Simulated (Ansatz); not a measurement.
Computed with Ansatz on PBE0-D4/def2-TZVP structures; ΔE is electronic, products minus reactants. CCSD(T)/CBS adds triple-zeta CCSD(T) − MP2 to the extrapolated MP2 energy (def2 sets, frozen cores). For Se outer-core shells are correlated without core-valence functions, which leaves a few kJ/mol of doubt a bond. Scalar relativity is left out up to krypton. One conformer a species, not always the lowest.

Consider the ligand exchange at the Si–Se bond: `F[Si](F)(F)[SeH]` + `O[SiH](O)O` → `O[SiH](O)O[Si](F)(F)F` + H₂Se.

| species | CCSD(T)/CBS(def2) energy (Eh) |
| --- | --- |
| `F[Si](F)(F)[SeH]` | -2990.00244 |
| `O[SiH](O)O` | -517.17167 |
| `O[SiH](O)O[Si](F)(F)F` | -1105.30661 |
| H₂Se | -2401.89790 |

Work out ΔE.

ΔE = (-1105.30661) + (-2401.89790) − (-2990.00244) − (-517.17167) = -0.03040 Eh = -79.8 kJ/mol.

Largest T1 diagnostic among the species: 0.012.

In def2-TZVPP, CCSD(T) changes the Hartree–Fock value by +21.1 kJ/mol (the triples alone add +4.1 kJ/mol) and MP2 by +26.5 kJ/mol. At CCSD(T), def2-SVP lies −10.1 kJ/mol from the extrapolated value and def2-TZVPP −5.0 kJ/mol.
